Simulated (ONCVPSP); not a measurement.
# Sc ONCV: all-electron and pseudo phase curves

ONCVPSP 4.0.1 input, shortened (lines: element, Z, core and valence counts, functional; n l f; lmax; l rc ep ncon nbas qcut; lloc lpopt rc5 dvloc0; l nproj debl; icmod fcfact rcfact), PBE, scalar-relativistic:

```
  Sc 21.00    4    3        4      upf
    1    0    2.00
    2    0    2.00
    2    1    6.00
    3    0    2.00
    3    1    6.00
    3    2    1.00
    4    0    2.00
    2
    0    3.10    0.00    3    6    2.30
    1    1.60    0.00    4    7    9.90
    2    1.60    0.00    4    9   10.60
    4    5    1.35   -1.00
    0    3    1.60
    1    2    3.20
    2    1    2.60
    0    0.00    0.00
```

The phase is arctan(r·R′/R) of the radial function R(r), unwrapped; energies in Ha, scanned from -3 to 5 Ha. A pole is an energy at which the radial function vanishes at the test radius. The pseudo phase is shifted by a multiple of π to meet the all-electron one at the reference energy, and phase errors are pseudo minus all-electron; the curves can meet again beyond the range given. Levels narrower than the energy grid can be missing from the lists of poles.

Task: For each channel, where are the poles, and over which energies does the pseudopotential scatter like the atom?

Result:

| channel | radius (bohr) | reference energy (Ha) | poles, all-electron | poles, pseudo | unbroken range about the reference energy with phases within 0.05 rad | phase error 1 Ha above the reference energy (rad) |
| --- | --- | --- | --- | --- | --- | --- |
| s | 3.14 | -0.15 | -2.02, 0.59, 3.49 | 0.58, 3.49 | -2.0 to 4.9 | -0.004 |
| p | 1.63 | -1.24 | -0.46 | -0.46 | the whole range | -0.000 |
| d | 1.63 | -0.12 | 0.86 | 0.88 | below 2.1 | +0.006 |

Note: no bound ghost flagged; GHOST(+) flagged for s at 24.7 eV.

Phases in the d channel:

```json
{"E (Ha)": "-2.98", "all-electron": "1.216", "pseudo": "1.217"}
{"E (Ha)": "-2.54", "all-electron": "1.169", "pseudo": "1.170"}
{"E (Ha)": "-2.10", "all-electron": "1.100", "pseudo": "1.101"}
{"E (Ha)": "-1.66", "all-electron": "0.987", "pseudo": "0.989"}
{"E (Ha)": "-1.22", "all-electron": "0.769", "pseudo": "0.773"}
{"E (Ha)": "-0.78", "all-electron": "0.253", "pseudo": "0.257"}
{"E (Ha)": "-0.34", "all-electron": "-0.663", "pseudo": "-0.662"}
{"E (Ha)": "0.10", "all-electron": "-1.216", "pseudo": "-1.216"}
{"E (Ha)": "0.54", "all-electron": "-1.461", "pseudo": "-1.458"}
{"E (Ha)": "0.98", "all-electron": "-1.606", "pseudo": "-1.599"}
{"E (Ha)": "1.42", "all-electron": "-1.724", "pseudo": "-1.709"}
{"E (Ha)": "1.86", "all-electron": "-1.852", "pseudo": "-1.821"}
{"E (Ha)": "2.30", "all-electron": "-2.038", "pseudo": "-1.966"}
{"E (Ha)": "2.74", "all-electron": "-2.401", "pseudo": "-2.206"}
{"E (Ha)": "3.18", "all-electron": "-3.162", "pseudo": "-2.684"}
{"E (Ha)": "3.62", "all-electron": "-3.898", "pseudo": "-3.448"}
{"E (Ha)": "4.06", "all-electron": "-4.235", "pseudo": "-3.988"}
{"E (Ha)": "4.50", "all-electron": "-4.397", "pseudo": "-4.248"}
{"E (Ha)": "4.94", "all-electron": "-4.492", "pseudo": "-4.386"}
```
